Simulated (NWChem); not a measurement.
System: Si2H4OCl2; SMILES O[SiH2][SiH](Cl)Cl

NWChem input:

```
start job
memory heap 200 mb stack 900 mb global 1100 mb
geometry units angstroms noautosym nocenter noautoz
  O      0.366020     2.824796     0.135630
  Si    -0.804109     1.699565    -0.246362
  Si    -0.053510    -0.379663     0.537962
  Cl    -1.113732    -1.931280    -0.325023
  Cl     1.932739    -0.454378    -0.088319
  H      1.269186     2.577814    -0.092084
  H     -1.026335     1.550448    -1.718325
  H     -2.064322     2.133944     0.413928
  H     -0.046047    -0.605305     2.008774
end
basis spherical
  * library def2-svp
end
dft
  xc pbe0
  iterations 150
end
cosmo
  do_cosmo_smd true
  solvent water
end
task dft energy
```

Structure relaxed at the PBE0/def2-SVP level. Solvent: water.

Level: PBE0/def2-SVP with SMD (1 M gas to 1 M solution), gas-phase geometry. Reactions with the solvent are ignored.

**Question.** Give the results of this calculation. (PBE0/def2-SVP, SMD on the gas-phase geometry.) Quantities: solvation free energy (kcal/mol); cavity-dispersion-structure term (kcal/mol); dipole in solution (D).

**Answer.** 
| Item | Value |
|---|---|
| solvation free energy (kcal/mol) | -2.7 |
| cavity-dispersion-structure term (kcal/mol) | 2.9 |
| dipole in solution (D) | 0.76 |
